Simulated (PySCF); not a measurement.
Isomers of C7H5F3N2, mass 174.040 u with the commonest isotopes. Computed with PBE0/pcSseg-1 in PySCF (dipole) on a GFN2-xTB geometry, gas phase. One conformer each, none proved a minimum here; rigid rotors.

Question: Order these by dipole moment, smallest first.
A. `[CH3:1]/[C:2]([C:3]#[N:4])=[C:5](\[C:6]#[N:7])[CH2:8][C:9]([F:10])([F:11])[F:12]` with C2–C5–C8–C9 -96°
B. `[CH3:1][CH2:2]/[C:3]([C:4]#[N:5])=[C:6](/[C:7]#[N:8])[C:9]([F:10])([F:11])[F:12]` with C1–C2–C3–C4 -77°
C. `[CH3:1]/[C:2]([CH2:3][C:4]#[N:5])=[C:6](\[C:7]#[N:8])[C:9]([F:10])([F:11])[F:12]` with C1–C2–C3–C4 -74°

Answer: A (2.06 D), C (4.32 D), B (5.02 D).

Question: Order these by out-of-plane moment Σ m c² = (Ia + Ib − Ic)/2, smallest first.
A. `[CH3:1][CH2:2]/[C:3]([C:4]#[N:5])=[C:6](/[C:7]#[N:8])[C:9]([F:10])([F:11])[F:12]` with C1–C2–C3–C4 -77°
B. `[CH3:1]/[C:2]([CH2:3][C:4]#[N:5])=[C:6](\[C:7]#[N:8])[C:9]([F:10])([F:11])[F:12]` with C1–C2–C3–C4 -74°
C. `[CH3:1]/[C:2]([C:3]#[N:4])=[C:5](\[C:6]#[N:7])[CH2:8][C:9]([F:10])([F:11])[F:12]` with C2–C5–C8–C9 -96°

Answer: C (63.69 u·Å²), A (66.28 u·Å²), B (87.82 u·Å²).

Question: Order these by rotational constant B, largest first.
A. `[CH3:1][CH2:2]/[C:3]([C:4]#[N:5])=[C:6](/[C:7]#[N:8])[C:9]([F:10])([F:11])[F:12]` with C1–C2–C3–C4 -77°
B. `[CH3:1]/[C:2]([C:3]#[N:4])=[C:5](\[C:6]#[N:7])[CH2:8][C:9]([F:10])([F:11])[F:12]` with C2–C5–C8–C9 -96°
C. `[CH3:1]/[C:2]([CH2:3][C:4]#[N:5])=[C:6](\[C:7]#[N:8])[C:9]([F:10])([F:11])[F:12]` with C1–C2–C3–C4 -74°

Answer: A (848.6 MHz), B (817.7 MHz), C (776.4 MHz).

```tsv
SMILES	point group	Ia (u·Å²)	Ib (u·Å²)	Ic (u·Å²)	κ	μa (D)	μb (D)	μc (D)
CC/C(C#N)=C(/C#N)C(F)(F)F	C1	430.66	595.57	893.67	-0.07	0.19	4.99	0.45
C/C(CC#N)=C(\C#N)C(F)(F)F	C1	411.24	650.89	886.48	-0.37	1.83	0.58	3.88
C/C(C#N)=C(\C#N)CC(F)(F)F	C1	434.80	618.04	925.46	-0.12	1.87	0.11	0.86
```
